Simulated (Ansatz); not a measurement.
`O=C(O)O[SiH3]` + CH₃SH → `CSC(=O)O` + `O[SiH3]` at 500 K and 1 bar (substitution at a C–O bond).

Calculated with Ansatz (gas phase, PBE0-D4/def2-TZVP geometries, no zero-point term in ΔE). CCSD(T)/CBS is the MP2 limit (def2-TZVPP, def2-QZVPP) plus CCSD(T) − MP2 in def2-TZVPP, frozen cores. This one scheme is used for every species. One conformer a species, not always the lowest.

| species | CCSD(T)/CBS energy (Eh) | H − E (kJ/mol) | S (J/(mol·K)) |
| --- | --- | --- | --- |
| `O=C(O)O[SiH3]` | -555.10886 | 185.3 | 377.5 |
| CH₃SH | -438.22835 | 145.1 | 283.7 |
| `CSC(=O)O` | -626.64358 | 205.8 | 374.9 |
| `O[SiH3]` | -366.69042 | 127.5 | 292.9 |

H − E and S are ideal-gas, rigid-rotor, harmonic terms from PBE0-D4/def2-TZVP, for one conformer and one mirror image of each species. 1 Eh = 2625.50 kJ/mol, R = 8.31446 J/(mol·K).

**Question.** By hand: ΔE, ΔH, ΔS and ΔG.

**Answer.** ΔE = (-626.64358) + (-366.69042) − (-555.10886) − (-438.22835) = 0.00321 Eh = 8.4 kJ/mol. Δ(H − E) = 205.8 + 127.5 − 185.3 − 145.1 = 2.9, so ΔH = 11.3 kJ/mol. ΔS = 374.9 + 292.9 − 377.5 − 283.7 = 6.6 J/(mol·K). ΔG = 11.3 − 500 × (6.6)/1000 = 8.0 kJ/mol.

**Question.** By hand: the equilibrium constant, and the temperature at which ΔG would vanish if ΔH and ΔS stayed fixed.

**Answer.** log₁₀ K = −ΔG/(RT ln 10) = -0.8. ΔG = 0 at ΔH/ΔS = 1712 K, though so small a ΔS makes that figure unsure.

The number of gas molecules stays the same, so ΔS is small and ΔH decides. A doubt of 5 kJ/mol in ΔE shifts log₁₀ K by 0.5 here. Other conformers and mirror images would add mixing entropy, several J/(mol·K) or more a flexible species. These are equilibria of isolated gas molecules and say nothing of rates. Largest T1 diagnostic: 0.015 (customary marks: 0.02 for closed shells, 0.045 for open ones).
